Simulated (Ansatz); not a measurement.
Species: H$_{2}$BO$_{2}$, charge 1, singlet. H2BO2+ (parent SMILES O[B]O, singlet).
B3LYP-D3(BJ)/def2-TZVP minimum from Ansatz (a quantum-chemistry and plane-wave program):
```
B
O 1 1.2570
O 1 1.2570 2 172.98
H 2 0.9699 1 134.72 3 -134.07
H 3 0.9699 1 134.72 2 -134.07
```
Charge +1, spin multiplicity 1.

Total energies in cc-pVTZ, 16 correlated electrons, 3 frozen orbitals. Radicals and triplets start from unrestricted determinants; spin-orbit coupling is neglected. Cores are frozen in correlated methods. No relativity. The spin of H2BO2+ (parent SMILES O[B]O, singlet) was assumed, and the state is the lowest solution found for it.

| method | program | energy (Eh) | minus CCSDT(Q) (mEh) |
|---|---|---|---|
| HF | Ansatz | -175.45905 | 572.00 |
| MP2 | Ansatz | -176.00407 | 26.98 |
| CCSD | Ansatz | -176.00972 | 21.32 |
| CCSD(T) | Ansatz | -176.02991 | 1.13 |
| CCSDT(Q) | Ansatz | -176.03104 | 0.00 |

Rough core times of Ansatz's runs on a shared machine: CCSD(T) under 20 s, CCSDT(Q) 30 min.
